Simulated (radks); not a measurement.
Kinetic energies: the exact non-interacting value of the Kohn-Sham orbitals and orbital-free approximations, as 100 (|E| - |E exact|)/|E exact|, negative where the magnitude is too small. Species: Cl2+ [Ne] 3s2 3p3; Xe [Xe]; Ba2+ [Xe]; Cs [Xe] 6s1. Calculated with a radial shooting solver on a logarithmic mesh with Libxc functionals: non-relativistic Kohn-Sham, PBE, spin-polarised, spherical densities, point nucleus. Every spin shell is full or empty, so the densities are truly spherical. Functionals are evaluated on that one density, not self-consistently.

functional	Cl2+	Xe	Ba2+	Cs
exact (hartree)	458.126	7231.63	7882.52	7553.42
Thomas-Fermi	-7.17	-5.19	-5.15	-5.17
von Weizsacker	-40.13	-59.48	-59.94	-59.72
TF + vW	+52.70	+35.33	+34.90	+35.11
TF + vW/9	-0.52	-0.68	-0.70	-0.69
TF + vW/5	+4.80	+2.92	+2.86	+2.89
LC94	+0.18	+0.06	+0.04	+0.05
APBEK	+0.30	+0.10	+0.08	+0.09
revAPBEK	+0.65	+0.27	+0.25	+0.26
Perdew 92	-0.51	-0.68	-0.69	-0.68
Thakkar	-0.05	-0.61	-0.64	-0.63
Pearson	-1.49	-0.91	-0.92	-0.91
LKT	+30.09	+18.61	+18.35	+18.47
PG1	+24.34	+14.60	+14.38	+14.48
DePristo-Kress	+0.09	-0.12	-0.14	-0.13
Ernzerhof	+0.09	-0.42	-0.44	-0.43
